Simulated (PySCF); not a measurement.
## Eu³⁴⁺: ionisation energy

Eu³⁴⁺ [Ar] 3d10 4s1 [4s1/2^1, M_J = 1/2] → Eu³⁵⁺ [Ar] 3d10, as a difference of total energies. Computed with PySCF 2.14 in an even-tempered Gaussian basis (17 s from 3.5 bohr⁻², ratio 2.8; 13 p from 4.6 bohr⁻², ratio 2.8; 8 d from 8.1 bohr⁻², ratio 2.8; 4 f from 19 bohr⁻², ratio 3), with the two-component X2C-1e Hamiltonian. Correlated levels: [Ne] frozen; the 74 highest virtual spinors dropped. "Screened" scales the spin-orbit matrix elements by Boettger's factors to mimic the two-electron term; Breit and QED terms are absent.

```
                    method  ionisation energy (eV)
           GHF (spin-free)                  1443.6
          GMP2 (spin-free)                  1444.8
 GHF (screened spin-orbit)                  1443.5
GMP2 (screened spin-orbit)                  1444.7
```

Breit and QED terms and the two-electron picture change are absent.

For comparison: 1456.06 ± 0.25 eV (semi-empirical (NIST evaluation); NIST Atomic Spectra Database, ionization energies).
